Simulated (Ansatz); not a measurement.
Molecule: C₅H₁₁O (charge 0, doublet). It need not be the lowest isomer of its formula. SMILES: C(CO)CC[CH2]
Geometry from a B3LYP-D3(BJ)/def2-TZVP (Ansatz, a first-principles code) optimisation:
```xyz
17

C      3.2117     0.1792     0.0780
C      1.8976    -0.3995     0.4527
C      0.7050     0.2918    -0.2119
C     -0.6398    -0.2913     0.2128
C     -1.8190     0.3961    -0.4596
O     -3.0798    -0.1023    -0.0246
H      4.1274    -0.3772     0.2223
H      3.2923     1.2139    -0.2288
H      1.7627    -0.3499     1.5464
H      1.8806    -1.4708     0.2190
H      0.8125     0.2224    -1.2989
H      0.7321     1.3593     0.0314
H     -0.7598    -0.2113     1.2972
H     -0.6648    -1.3614    -0.0275
H     -1.7265     0.3179    -1.5510
H     -1.8263     1.4589    -0.2104
H     -3.1252    -1.0414    -0.2343
```
Charge 0, spin multiplicity 2.

Quantity: atomisation energy (electronic, to ground-state atoms), in eV. Valence correlation only, unless marked. Open shells are spin-unrestricted. No spin-orbit coupling. No relativistic terms. The coupled-cluster limit lacks core correlation, which all-electron functionals hold. Basis-set limits of correlation are two-point, X^-3; Hartree-Fock from the larger set. The bracket is a focal-point correction in the basis named.

| level | program | atomisation energy (eV) | minus last row |
|---|---|---|---|
| HF/cc-pVQZ | Ansatz | 51.39 | -17.30 |
| BLYP-D4/def2-TZVPD | Ansatz + dftd4 | 68.36 | -0.33 |
| r2SCAN/def2-TZVPD | Ansatz | 68.82 | 0.13 |
| B3LYP/def2-TZVPD | Ansatz | 68.19 | -0.50 |
| PBE0-D4/def2-TZVP | Ansatz + dftd4 | 69.10 | 0.41 |
| BHLYP-D3(BJ)/def2-TZVPD | Ansatz + dftd3 | 67.06 | -1.63 |
| r2SCANh/def2-TZVPD | Ansatz | 68.52 | -0.17 |
| CAM-B3LYP/def2-TZVPD | Ansatz | 68.75 | 0.06 |
| RPA@PBE/cc-pVTZ | Ansatz | 64.33 | -4.36 |
| RPA@PBE/cc-pVQZ | Ansatz | 65.08 | -3.61 |
| MP2/6-31G* | Ansatz | 63.35 | -5.34 |
| CCSD/6-31G* | Ansatz | 62.23 | -6.46 |
| CCSD/cc-pVDZ | Ansatz | 63.30 | -5.39 |
| CCSD/cc-pVTZ | Ansatz | 66.28 | -2.41 |
| RI-MP2/CBS(cc-pVTZ,cc-pVQZ)+[CCSD(T)-MP2]/cc-pVTZ | Ansatz | 68.69 | 0.00 |
